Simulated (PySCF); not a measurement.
Compound: C₆H₉O₂P.
Atom-mapped SMILES: `[CH3:1][C:2](=[O:3])[P@@:4]1(=[O:5])[CH:6]=[CH:7][CH2:8][CH2:9]1` (hydrogens: H10, H11, H12 on C1; H13 on C6; H14 on C7; H15, H16 on C8; H17, H18 on C9)

The same species was optimised twice, with GFN2-xTB and with PBE0-D3(BJ)/def2-SVP (PySCF), and the same property calculations (PySCF, gas phase) were run on both structures.

```
     coordinate  GFN2-xTB  PBE0-D3(BJ)/def2-SVP  change
      P4=O5 (Å)     1.470                 1.497  +0.027
      C6=C7 (Å)     1.327                 1.339  +0.012
      C2–P4 (Å)     1.883                 1.891  +0.008
      C1–C2 (Å)     1.489                 1.495  +0.006
      C2=O3 (Å)     1.200                 1.206  +0.006
      P4–C6 (Å)     1.813                 1.808  -0.005
      P4–C9 (Å)     1.840                 1.835  -0.005
      C7–C8 (Å)     1.499                 1.503  +0.004
      C8–C9 (Å)     1.530                 1.534  +0.004
   C1–C2–P4 (°)     111.9                 115.7    +3.8
   O3–C2–P4 (°)     121.4                 118.9    -2.5
   C2–P4–C9 (°)     105.1                 103.0    -2.1
   O5–P4–C9 (°)     119.3                 120.8    +1.5
   P4–C9–C8 (°)     105.4                 106.7    +1.3
   O5–P4–C6 (°)     119.4                 120.7    +1.3
   C1–C2–O3 (°)     126.7                 125.4    -1.3
   C2–P4–C6 (°)     104.8                 103.7    -1.1
C1–C2–P4–O5 (°)       -40                   -21     +19
```

Rotational constants: A = 2097, B = 1247, C = 1071 MHz (GFN2-xTB) against A = 2138, B = 1241, C = 1037 MHz (PBE0-D3(BJ)/def2-SVP). Point groups within 0.08 Å: C1 and C1.

On the GFN2-xTB structure: HOMO (eV) -6.92 [PBE0/pcSseg-1]; LUMO (eV) -1.56 [PBE0/pcSseg-1]; dipole (D) 3.00 [PBE0/pcSseg-1]; GIAO shielding of C1 (ppm) 154.7 [PBE0/pcSseg-1]; GIAO shielding of C2 (ppm) -38.1 [PBE0/pcSseg-1]; GIAO shielding of O3 (ppm) -374.1 [PBE0/pcSseg-1]; GIAO shielding of P4 (ppm) 280.6 [PBE0/pcSseg-1]; GIAO shielding of O5 (ppm) 231.3 [PBE0/pcSseg-1]; GIAO shielding of C6 (ppm) 52.6 [PBE0/pcSseg-1]; GIAO shielding of C7 (ppm) 25.3 [PBE0/pcSseg-1]; GIAO shielding of C8 (ppm) 153.3 [PBE0/pcSseg-1].

Question: What do these properties become on the PBE0-D3(BJ)/def2-SVP structure?

Answer: 
```
                                    property          level  on GFN2-xTB  on PBE0-D3(BJ)/def2-SVP  change
                                   HOMO (eV)  PBE0/pcSseg-1        -6.92                    -6.91   +0.01
                                   LUMO (eV)  PBE0/pcSseg-1        -1.56                    -1.60   -0.04
                                  dipole (D)  PBE0/pcSseg-1         3.00                     2.61   -0.39
energy, GFN2-xTB geometry as zero (kcal/mol)  PBE0/pcSseg-1          0.0                     -1.8    -1.8
                  GIAO shielding of C1 (ppm)  PBE0/pcSseg-1        154.7                    151.8    -2.9
                  GIAO shielding of C2 (ppm)  PBE0/pcSseg-1        -38.1                    -45.7    -7.6
                  GIAO shielding of O3 (ppm)  PBE0/pcSseg-1       -374.1                   -393.5   -19.4
                  GIAO shielding of P4 (ppm)  PBE0/pcSseg-1        280.6                    275.2    -5.4
                  GIAO shielding of O5 (ppm)  PBE0/pcSseg-1        231.3                    225.0    -6.3
                  GIAO shielding of C6 (ppm)  PBE0/pcSseg-1         52.6                     51.1    -1.5
                  GIAO shielding of C7 (ppm)  PBE0/pcSseg-1         25.3                     22.6    -2.7
                  GIAO shielding of C8 (ppm)  PBE0/pcSseg-1        153.3                    150.6    -2.7
```

The heavy atoms differ by 0.177 Å rms after alignment. Among bonds between heavy atoms P4=O5 changes most (+0.027 Å). Changes are differences of the printed values. Neither structure is proved a minimum here.
